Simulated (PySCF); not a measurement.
Excitations are Tamm–Dancoff values on a coarser integration grid. The basis has no diffuse functions, so Rydberg states are missing or too high.

CH9GaSi2, SMILES `[CH3][Ga]([SiH3])[SiH3]` (charge 0, multiplicity 1)

The numbers are results of PBE-D3(BJ)/def2-TZVP // r2SCAN-D4/def2-TZVP run with PySCF 2.14.0, not measurements.

| Item | Result |
|---|---|
| HOMO | -6.06 eV |
| dipole moment | 1.01 D |
| HOMO–LUMO gap | 3.21 eV |
| LUMO | -2.85 eV |
| S1 excitation (TDA) | 3.48 eV |
| S1 oscillator strength | 0.000 |
| T1 excitation (TDA) | 2.90 eV |
| S1–T1 gap (TDA) | 0.58 eV |
| total energy | -2546.7250 Ha |
| cost | around 2.6 core-minutes (rough) |

Bonded distances (Å): C1–Ga2 1.975, C1–H5 1.096, C1–H6 1.091, C1–H7 1.091, Ga2–Si3 2.416, Ga2–Si4 2.416, Si3–H8 1.493, Si3–H9 1.488, Si3–H10 1.490, Si4–H11 1.490, Si4–H12 1.488, Si4–H13 1.493. Angles (°): Ga2–C1–H5 107.9, Ga2–C1–H6 112.2, Ga2–C1–H7 112.2, H5–C1–H6 107.4, H5–C1–H7 107.4, H6–C1–H7 109.5, C1–Ga2–Si3 118.7, C1–Ga2–Si4 118.8, Si3–Ga2–Si4 122.5, Ga2–Si3–H8 108.7, Ga2–Si3–H9 113.8, Ga2–Si3–H10 112.1, H8–Si3–H9 107.2, H8–Si3–H10 106.9, H9–Si3–H10 107.9, Ga2–Si4–H11 112.2, Ga2–Si4–H12 113.7, Ga2–Si4–H13 108.6, H11–Si4–H12 107.9, H11–Si4–H13 106.9, H12–Si4–H13 107.2.
